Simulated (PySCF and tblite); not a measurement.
Values are calculated unless marked as measured or tabulated.
5 regioisomers of C₅H₅ClN₂:

| isomer | SMILES |
| --- | --- |
| A | [CH3:1][c:2]1[n:3][cH:4][cH:5][c:6]([Cl:7])[n:8]1 |
| B | [CH3:1][c:2]1[cH:3][c:4]([Cl:5])[n:6][cH:7][n:8]1 |
| C | [CH3:1][c:2]1[n:3][cH:4][n:5][cH:6][c:7]1[Cl:8] |
| D | [CH3:1][c:2]1[n:3][cH:4][c:5]([Cl:6])[cH:7][n:8]1 |
| E | [CH3:1][c:2]1[cH:3][cH:4][n:5][c:6]([Cl:7])[n:8]1 |

Protocol: conformer search, at most 4 conformers an isomer, GFN2-xTB geometries, energies B3LYP/def2-SVP (IEF-PCM, dichloromethane) (D3(BJ) added where defined), GIAO shieldings KT2/pcSseg-1 (IEF-PCM, dichloromethane), weights at 298.15 K with GFN2-xTB thermal terms. Programs: PySCF with density fitting and tblite.

(1) What shifts does each isomer give (ppm)?

Shifts are unscaled: against experiment ¹³C can be off by 15 ppm or more and ¹H by 0.8 ppm. A nearly planar conformer is counted with its mirror image, so its weight may be doubled.

Results:

(1) 
A: ¹H (against TMS): 8.56 (H4, 1H), 7.11 (H5, 1H), 2.83 (H1, 3H). ¹³C (against TMS): 164.7 (C2), 162.7 (C6), 153.6 (C4), 117.7 (C5), 28.7 (C1).

B: ¹H (against TMS): 8.73 (H7, 1H), 7.36 (H3, 1H), 2.75 (H1, 3H). ¹³C (against TMS): 164.6 (C2), 162.4 (C4), 153.0 (C7), 120.4 (C3), 27.1 (C1).

C: ¹H (against TMS): 8.82 (H4, 1H), 8.55 (H6, 1H), 2.75 (H1, 3H). ¹³C (against TMS): 160.6 (C2), 150.5 (C4), 150.4 (C6), 136.8 (C7), 26.8 (C1).

D: ¹H (against TMS): 8.55 (H4/H7, 2H), 2.89 (H1, 3H). ¹³C (against TMS): 161.5 (C2), 151.1 (C4/C7), 134.2 (C5), 28.0 (C1).

E: ¹H (against TMS): 8.48 (H4, 1H), 7.14 (H3, 1H), 2.69 (H1, 3H). ¹³C (against TMS): 165.9 (C2), 162.3 (C6), 153.7 (C4), 116.9 (C3), 27.5 (C1).
